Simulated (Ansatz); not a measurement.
`[NH2][Ga]([OH])[OH]` + `NB(O)CO` → `[OH][Ga]([OH])[OH]` + `NCB(N)O`  (redistribution)

Gas-phase electronic energies from Ansatz, PBE0-D4/def2-TZVP geometries. CCSD(T)/CBS is the MP2 limit (def2-TZVPP, def2-QZVPP) plus CCSD(T) − MP2 in def2-TZVPP, frozen cores. Functionals use def2-TZVPP. B3LYP here is the variant with VWN-RPA as its local correlation; programs differ in this. For Ga outer-core shells are correlated without core-valence functions, which leaves a few kJ/mol of doubt a bond. Scalar relativity is left out up to krypton. One conformer a species, not always the lowest.

`[NH2][Ga]([OH])[OH]`:

Z-matrix (Å, degrees):
```
N
Ga 1 1.809
H 1 1.007 2 119.5
H 1 1.006 2 121.6 3 -147.2
O 2 1.777 1 119.2 3 -15.1
O 2 1.785 1 124.8 3 168.4
H 5 0.960 2 112.6 1 -175.7
H 6 0.959 2 114.8 1 -0.3
```

`NB(O)CO`:

Cartesian coordinates in Å:
```
N 0.433 1.282 -0.932
B 0.209 0.309 0.058
O 0.730 0.399 1.327
C -0.669 -0.978 -0.216
O -0.792 -1.839 0.901
H 0.044 1.201 -1.855
H 0.983 2.113 -0.805
H 1.264 1.174 1.507
H -1.673 -0.674 -0.547
H -0.241 -1.541 -1.059
H -0.287 -1.448 1.620
```

`[OH][Ga]([OH])[OH]`:

```xyz
7

O    -0.001   -0.642   -1.654
Ga   -0.001    0.000    0.000
O     0.300    1.726    0.282
O    -0.299   -1.084    1.372
H     0.170    0.028   -2.320
H     0.279    1.967    1.211
H    -0.449   -1.995    1.109
```

`NCB(N)O`:

Cartesian coordinates in Å:
```
N -1.516 0.028 -0.924
C -0.234 -0.588 -0.563
B 0.548 0.374 0.435
N 1.619 -0.061 1.230
O 0.153 1.682 0.484
H -2.193 -0.103 -0.182
H -1.911 -0.387 -1.757
H 0.370 -0.659 -1.476
H -0.324 -1.617 -0.185
H 1.943 -1.009 1.247
H 2.137 0.566 1.821
H -0.591 1.774 -0.131
```

Problem. Is it downhill or uphill in electronic energy at CCSD(T)/CBS, and by how much? (An estimate is asked.)

Solution. Computed: Downhill: ΔE = -11.7 kcal/mol.

Problem. What do these levels give: r2SCAN-D4, B3LYP-D4, ωB97X-V, ωB97M-V, B2PLYP, PBE, MP2/def2-TZVPP, SCS-MP2/def2-TZVPP, CCSD/def2-TZVPP, CCSD(T)/def2-TZVPP, HF/def2-QZVPP, SCS-MP2/def2-QZVPP? (An estimate is asked.)

Solution. The calculation gave: r2SCAN-D4 -12.5, B3LYP-D4 -11.9, ωB97X-V -12.0, ωB97M-V -12.1, B2PLYP -12.6, PBE -12.5, MP2/def2-TZVPP -13.8, SCS-MP2/def2-TZVPP -13.3, CCSD/def2-TZVPP -12.5, CCSD(T)/def2-TZVPP -12.9, HF/def2-QZVPP -10.8, SCS-MP2/def2-QZVPP -12.7 kcal/mol.

Largest T1 diagnostic among the species: 0.014.

In def2-TZVPP, CCSD(T) changes the Hartree–Fock value by −2.0 kcal/mol (the triples alone add −0.4 kcal/mol) and MP2 by −2.9 kcal/mol.
